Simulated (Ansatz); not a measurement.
## Ansatz (development build ahead of 0.2.0) run

```yaml
crystal:
  periodic: [false, false, false]
  atoms:
    - { symbol: Sc, position_ang: [0.0, 0.0, 0.0] }
    - { symbol: Cr, position_ang: [0.0, 0.0, 5.6856] }
basis:
  gaussian: { orbitals: pcseg-2 }
magnetization:
  spin_polarized: true
  initial_magnetization: 5
hamiltonian:
  xc: pbe
```

The input is written out in the form of the current development build from the run's settings.

Results

* Converged: yes
* Total energy: -1804.62177 hartree
* Spin squared of the determinant: 10.085
* Stability test: minimum

Caution: charge can spread falsely over distant fragments; other spin multiplicities were not run; the unrestricted determinant is a mixture of spin states.
